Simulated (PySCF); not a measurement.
An unknown gives this computed stick spectrum. The calculation used TDDFT CAM-B3LYP/def2-SVPD, vertical, gas phase, core orbitals frozen in the response in PySCF. Geometries: GFN2-xTB, one conformer each.

```tsv
state	E (eV)	f	main configurations (H = HOMO, L = LUMO)
S1	7.35	0.0004	H→L+1 (48%), H→L (35%)
S2	7.82	0.013	H-1→L+1 (35%), H-1→L (30%), H-2→L+1 (14%)
S3	8.09	0.027	H→L (49%), H→L+1 (26%)
S4	8.31	0.010	H→L+2 (25%), H-1→L (14%), H→L+3 (14%)
S5	8.44	0.025	H→L+2 (22%), H→L+3 (21%), H-1→L+1 (12%)
S6	8.51	0.043	H→L+4 (24%), H-1→L (22%), H→L+2 (14%)
S7	8.59	0.014	H-2→L+1 (20%), H→L+3 (13%), H-1→L+1 (12%)
S8	8.70	0.0088	H-2→L (29%), H→L+3 (11%), H→L+4 (10%)
```

Triplets computed (Tamm–Dancoff): 7.01, 7.42, 7.90 eV.

Question: Which structure fits? All have the formula C4H9FO2Si.
A. `CCCOC(=O)[SiH2]F`
B. `CO[Si@@H](C=O)[C@@H](C)F`
C. `F[C@@H]1C[C@@H](CO[SiH3])O1`
D. `CC(C)OC(=O)[SiH2]F`

Answer: C. Its S1, at 7.35 eV, is the highest among the candidates; the nearest of the others has S1 at 4.93 eV. S1 is HOMO→LUMO+1 (48%), HOMO→LUMO (35%). Löwdin shares by element: HOMO oxygen 47%, silicon 11%, carbon 10% or more (atoms not listed hold the other 32%); LUMO carbon 22% or more, silicon 15%, oxygen 8% or more (atoms not listed hold the other 55%). At the same level the other candidates give, for their lowest levels:
- `CCCOC(=O)[SiH2]F`: 4.81 eV (f 0.003); 7.10 eV (f 0.068); 7.21 eV (f 0.004); 7.56 eV (f 0.006); 7.76 eV (f 0.005); T1 4.17 eV; HOMO -9.40, LUMO -0.23 eV
- `CC(C)OC(=O)[SiH2]F`: 4.93 eV (f 0.004); 7.08 eV (f 0.023); 7.35 eV (f 0.053); 7.49 eV (f 0.001); 7.70 eV (f 0.039); T1 4.28 eV; HOMO -9.34, LUMO 0.01 eV
- `CO[Si@@H](C=O)[C@@H](C)F`: 3.17 eV (f 0.001); 6.09 eV (f 0.019); 6.38 eV (f 0.019); 6.96 eV (f 0.011); 6.99 eV (f 0.006); T1 2.48 eV; HOMO -8.53, LUMO -0.55 eV

Shape of the structure used: `[F:1][C@@H:2]1[CH2:3][C@@H:4]([CH2:5][O:6][SiH3:7])[O:8]1`: C3–C4–C5–O6 177°, C4–C5–O6–Si7 -58°.

Without π bonds the low states are Rydberg-like; a valence basis with one diffuse set may place them up to an eV too high.
